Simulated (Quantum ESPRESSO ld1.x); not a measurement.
The run below uses ld1.x (Quantum ESPRESSO 7.5).

```
 &input
    zed=70.0,
    iswitch=1,
    rel=1,
    dft='SLA-VWN',
    config='[Xe] 4f13 5d1',
    verbosity='high',
    prefix='ld1',
    max_out_wfc=37,
    file_charge='ld1.rho',
 /
```

Command: `OMP_NUM_THREADS=1 ld1.x < ld1.in > ld1.out`

Output (excerpt):

```
     Program LD1 v.7.5 starts

     --------------------------- All-electron run ----------------------------

     scalar relativistic calculation

     atomic number is 70.00
     dft =SLA-VWN   lsd =0 sic =0 latt =0  beta=0.20 tr2=1.0E-14
     Exchange-correlation= SLA-VWN
                           (   1   2   0   0   0   0   0)
     mesh =2107 r(mesh) =  99.43506 a.u. xmin = -8.00 dx = 0.00800
     1 Ry =  13.60569312 eV, c = 137.03599908

     n l     nl                  e(Ry)          e(Ha)          e(eV)
     1 0     1S 1( 2.00)   -4499.116610972   -2249.558305486 -61213.5999334
     2 0     2S 1( 2.00)    -763.695171202    -381.847585601 -10390.6021389
     2 1     2P 1( 6.00)    -673.507620536    -336.753810268  -9163.5380010
     3 0     3S 1( 2.00)    -173.399343742     -86.699671871  -2359.2182587
     3 1     3P 1( 6.00)    -146.217804809     -73.108902404  -1989.3945813
     4 0     4S 1( 2.00)     -35.391994151     -17.695997076   -481.5326114
     4 1     4P 1( 6.00)     -26.456822442     -13.228411221   -359.9634072
     3 2     3D 1(10.00)    -113.065204231     -56.532602115  -1538.3304717
     5 0     5S 1( 2.00)      -5.455153855      -2.727576927    -74.2211493
     5 1     5P 1( 6.00)      -3.368178998      -1.684089499    -45.8264098
     4 2     4D 1(10.00)     -14.695474426      -7.347737213   -199.9421153
     4 3     4F 1(13.00)      -1.802151230      -0.901075615    -24.5195166
     5 2     5D 1( 1.00)      -1.129327051      -0.564663525    -15.3652773

     final scf error:  4.2E-15 reached in  30 iterations

     Etot =  -28100.502595 Ry,  -14050.251298 Ha, -382326.814916 eV

     Ekin =   30620.000455 Ry,   15310.000227 Ha,  416606.329612 eV
     Encl =  -69086.021064 Ry,  -34543.010532 Ha, -939963.201690 eV
     Eh   =   10932.392957 Ry,    5466.196479 Ha,  148742.783676 eV
     Exc  =    -566.874943 Ry,    -283.437472 Ha,   -7712.726514 eV
```

Run on one thread of a shared host, so times are rough (Intel(R) Xeon(R) Processor @ 2.60GHz): 0.7 s of CPU time, 0.89 s wall, 30 iterations on 2107 mesh points.
